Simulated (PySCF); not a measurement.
Excitations are Tamm–Dancoff values on a coarser integration grid. The basis has no diffuse functions, so Rydberg states are missing or too high.

Z-matrix (Å, degrees):
```
Ge
O 1 1.7554
H 2 0.9609 1 111.86
O 1 1.7554 2 106.15 3 28.66
H 4 0.9609 1 111.86 2 -153.06
O 1 1.7554 2 106.14 3 153.05
H 6 0.9610 1 111.85 2 -28.64
O 1 1.7554 2 116.34 3 -89.15
H 8 0.9610 1 111.86 2 -89.14
```
Charge 0, multiplicity 1.

Question: What S1 excitation (TDA), HOMO, S1–T1 gap (TDA), total energy and LUMO does ωB97X-D3(BJ)/def2-TZVP // PBE0-D3(BJ)/def2-TZVP (PySCF 2.14.0) give?

Answer: 
| Item | Result |
|---|---|
| S1 excitation (TDA) | 7.95 eV |
| HOMO | -11.84 eV |
| S1–T1 gap (TDA) | 0.53 eV |
| total energy | -2380.5646 Ha |
| LUMO | 1.73 eV |
